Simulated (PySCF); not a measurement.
C7H9BO2.
SMILES with atom numbers: `[CH2:1]=[CH:2][C:3](=[CH2:4])[C:5]1=[CH:6][CH:7]=[O+:8][BH2-:9][O:10]1` (hydrogens: H11, H12 on C1; H13 on C2; H14, H15 on C4; H16 on C6; H17 on C7; H18, H19 on B9)

Torsions of this conformer, `[CH2:1]=[CH:2][C:3](=[CH2:4])[C:5]1=[CH:6][CH:7]=[O+:8][BH2-:9][O:10]1`: C1–C2–C3–C4 160°, C2–C3–C5–C6 -31°.

The closed-shell ground state was solved at several levels (PySCF, density fitting, gas phase, non-relativistic). One conformer (not necessarily the lowest) at the PBE0-D3(BJ)/def2-SVP geometry, without solvent, vibrations or thermal averaging.

```tsv
level	basis functions	HOMO (eV)	LUMO (eV)	gap (eV)	dipole (D)
wB97X-D/def2-SVPD	278	-8.86	-0.92	7.94	4.94
PBE0/pcSseg-1	215	-7.03	-2.61	4.42	4.97
```

(1) Estimate the row for B3LYP/pcSseg-1, a basis of 215 functions; the other rows only guide the guess.

(2) Over all these levels, which gives the widest orbital gap and which the narrowest?

(3) How far do the dipole and the HOMO energy spread over the levels?

Answers

(1) HOMO -6.83 eV, LUMO -2.78 eV, gap 4.05 eV, dipole 4.98 D.

(2) wB97X-D/def2-SVPD (range-separated hybrid) has the widest, 7.94 eV, and B3LYP/pcSseg-1 (global hybrid, 20 % exact exchange) the narrowest, 4.05 eV. Functional and basis both differ between the two, so the spread mixes both effects.

(3) The dipole runs from 4.94 to 4.98 D (mean 4.96 D) and the HOMO from -8.86 to -6.83 eV.
